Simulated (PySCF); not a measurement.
P⁻ (phosphorus, charge -1) across methods

[Ne] 3s2 3p4, high-spin 3P determinant. Computed with PySCF 2.14 in aug-cc-pV(5+d)Z (8s7p6d4f3g2h, 136 functions), with no relativity, point nucleus. The B2PLYP total includes its PT2 part (frozen core); its orbital energies are those of the SCF part.

```
method  E (hartree)  mean ε 3s β (eV)  mean ε 3p α (eV)  mean ε 3p β (eV)  Σ⟨r²⟩ (bohr²)   ⟨S²⟩
B2PLYP    -341.1850            -7.992            -1.107             0.373          50.71  2.015
 B97-3    -341.2615            -7.018            -0.237             0.981          50.89  2.011
   LDA    -340.0403            -5.886             0.573             1.693          52.94  2.012
   UHF   -340.70729            -9.561            -2.853            -0.674          49.92  2.029
  PW91    -341.2937            -5.668             0.647             1.732          52.36  2.010
  PBE0    -341.1742            -6.832            -0.271             1.006          50.63  2.011
   PBE    -341.1469            -5.643             0.659             1.749          52.59  2.010
```

Question: Estimate the same row for r2SCAN.

Answer: E (hartree) = -341.2773; mean ε 3s β (eV) = -5.612; mean ε 3p α (eV) = 0.413; mean ε 3p β (eV) = 1.657; Σ⟨r²⟩ (bohr²) = 51.21; ⟨S²⟩ = 2.020.

The highest occupied level is positive at B2PLYP, r2SCAN, B97-3, LDA, PW91, PBE0, PBE: only the finite basis holds that electron, which in a density functional comes from self-interaction.
